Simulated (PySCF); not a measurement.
Al(Me)(OMe)(NH2) (C2H8AlNO), SMILES C[O][Al]([CH3])[NH2].

Coordinates come from a PBE-D3(BJ)/def2-SVP optimisation. One conformer was computed; it need not be the lowest.

Calculation: PBE-D3(BJ)/def2-SVP (PySCF 2.14.0).

Frequencies are harmonic and unscaled.

Computed harmonic wavenumbers and intensities:
| mode | ν (cm⁻¹) | IR (km/mol) | Raman (Å⁴/amu) | depolarisation | moving atoms (share of kinetic energy) |
|---|---|---|---|---|---|
| 1 | 36 | 0.0 | 0.1 | 0.75 | H 95 % |
| 2 | 42 | 0.5 | 0.0 | – | H 97 % |
| 3 | 86 | 3.6 | 0.2 | 0.75 | O 42 %, H 29 %, C 25 % |
| 4 | 92 | 1.8 | 1.4 | 0.67 | C 37 %, H 30 %, N 20 % |
| 5 | 163 | 1.5 | 1.5 | 0.75 | H 34 %, C 30 %, N 18 %, Al 11 % |
| 6 | 210 | 22.3 | 0.6 | 0.75 | Al 53 %, H 21 %, O 13 %, N 10 % |
| 7 | 246 | 15.1 | 1.6 | 0.49 | O 41 %, H 22 %, C 15 %, Al 14 % |
| 8 | 334 | 3.6 | 0.1 | 0.72 | H 93 % |
| 9 | 359 | 149.9 | 0.3 | 0.75 | H 82 %, N 17 % |
| 10 | 550 | 3.6 | 22.6 | 0.08 | C 48 %, H 19 %, N 16 %, O 15 % |
| 11 | 590 | 29.5 | 1.7 | 0.28 | H 70 %, N 19 % |
| 12 | 644 | 34.6 | 0.6 | 0.75 | H 76 %, C 18 % |
| 13 | 658 | 10.0 | 1.8 | 0.56 | H 61 %, C 24 % |
| 14 | 759 | 145.8 | 2.0 | 0.19 | Al 46 %, H 23 %, C 18 % |
| 15 | 834 | 138.9 | 6.5 | 0.55 | Al 47 %, N 35 %, H 13 % |
| 16 | 1140 | 42.2 | 3.8 | 0.75 | H 66 %, C 23 %, O 11 % |
| 17 | 1148 | 0.1 | 1.2 | 0.75 | H 76 %, C 20 % |
| 18 | 1167 | 16.7 | 1.9 | 0.04 | H 79 %, C 21 % |
| 19 | 1212 | 323.6 | 3.5 | 0.13 | O 53 %, C 33 %, H 11 % |
| 20 | 1378 | 1.6 | 10.4 | 0.75 | H 95 % |
| 21 | 1381 | 0.7 | 11.6 | 0.74 | H 96 % |
| 22 | 1418 | 0.5 | 22.4 | 0.75 | H 97 % |
| 23 | 1426 | 0.6 | 30.7 | 0.71 | H 96 % |
| 24 | 1436 | 24.2 | 14.8 | 0.61 | H 88 %, C 10 % |
| 25 | 1476 | 51.4 | 4.9 | 0.71 | H 89 %, N 10 % |
| 26 | 2886 | 125.2 | 160.5 | 0.01 | H 97 % |
| 27 | 2954 | 75.0 | 116.9 | 0.48 | H 91 %, C 9 % |
| 28 | 2970 | 50.3 | 145.9 | 0.75 | H 90 %, C 10 % |
| 29 | 2972 | 2.9 | 132.7 | 0.00 | H 97 % |
| 30 | 3065 | 3.4 | 85.0 | 0.75 | H 91 %, C 9 % |
| 31 | 3075 | 7.2 | 92.8 | 0.75 | H 91 %, C 9 % |
| 32 | 3504 | 16.2 | 165.5 | 0.11 | H 96 % |
| 33 | 3593 | 15.4 | 97.2 | 0.75 | H 92 %, N 8 % |
